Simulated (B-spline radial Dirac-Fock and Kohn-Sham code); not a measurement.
## Photoionisation of scandium ions at Cr Kα (5414.7 eV)

Method: Dirac-Hartree-Slater photoionisation with all multipoles and Dirac-Fock thresholds. Computed with an atomic code on a B-spline grid. Cross sections in kb; a dash marks an empty subshell or a threshold above the photon energy.

```tsv
ion	configuration	total	2p1/2	2p3/2	3p3/2	3d5/2	4s
Sc	[Ar] 3d1 4s2	38.97	0.493	0.937	0.109	0.000157	0.0264
Sc¹²⁺	[He] 2s2 2p5	39.04	0.459	0.873	–	–	–
Sc¹³⁺	[He] 2s2 2p4	38.98	0.386	0.735	–	–	–
Sc¹⁴⁺	[He] 2s2 2p3	38.87	0.303	0.578	–	–	–
Sc¹⁶⁺	[He] 2s2 2p1	38.59	0.111	0.212	–	–	–
Sc¹⁷⁺	[He] 2s2	2.994	–	–	–	–	–
```
